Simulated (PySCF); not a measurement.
**Tl⁺: interval between two levels**

Tl⁺ [Xe] 4f14 5d10 6s2 → Tl⁺ [Xe] 4f14 5d9 6s2 6p1 [3F4, M_J = 4], as a difference of total energies. Calculation: PySCF 2.14, in x2c-SVPall-2c with one added diffuse shell each of s, p type (8s12p7d2f, 93 functions); the two-component X2C-1e Hamiltonian. Correlated levels: [Kr] 4d10 4f14 frozen; the 22 highest virtual spinors dropped. "Screened" scales the spin-orbit matrix elements by Boettger's factors to mimic the two-electron term; Breit and QED terms are absent.

```json
{"method": "GHF (spin-free)", "interval between two levels (cm⁻¹)": "123190"}
{"method": "GMP2 (spin-free)", "interval between two levels (cm⁻¹)": "128480"}
{"method": "GHF (screened spin-orbit)", "interval between two levels (cm⁻¹)": "119930"}
{"method": "GMP2 (screened spin-orbit)", "interval between two levels (cm⁻¹)": "124590"}
```

The labels give the starting determinants; with spin-orbit coupling the two ends relaxed to ⟨J²⟩ = 0.00, ⟨L²⟩ = 0.18, ⟨S²⟩ = 0.18 and ⟨J²⟩ = 20.01, ⟨L²⟩ = 12.18, ⟨S²⟩ = 2.18.
